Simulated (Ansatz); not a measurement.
Correlation energies of `C[N](C)[W]([OH])(=[S])=[S]` by basis set

```xyz
14

C    -1.145    1.059   -0.792
N    -0.337    0.173    0.026
C    -1.151   -0.683    0.871
W     1.579    0.086    0.052
O     2.121   -1.336   -1.065
S     2.346    1.928   -0.699
S     2.226   -0.264    2.055
H    -1.801    0.474   -1.447
H    -0.517    1.700   -1.405
H    -1.775    1.689   -0.152
H    -1.767   -0.074    1.543
H    -1.816   -1.299    0.255
H    -0.531   -1.341    1.478
H     2.565   -2.114   -0.721
```

Charge 0, multiplicity 1. Correlated methods include outer-core shells of W, which these sets cover unevenly. W takes the def2 core potential. The geometry is a stationary point of PBE0-D4/def2-TZVP. It is one conformer, not always the lowest. Frozen core, restricted reference, Ansatz 0.2.0.

```tsv
basis	HF (Eh)	MP2 corr.
def2-SVP	-1070.26604	-1.30941
def2-TZVPP	-1070.81828	-1.68376
def2-QZVPP	-1070.85143	-1.82821
```

Problem. Estimate the CCSD correlation energy and the (T) correction in each basis where they were run (hartree).

Solution. 
| basis | CCSD corr. | (T) |
| --- | --- | --- |
| def2-SVP | -1.29931 | -0.06361 |
| def2-TZVPP | -1.65989 | -0.09770 |
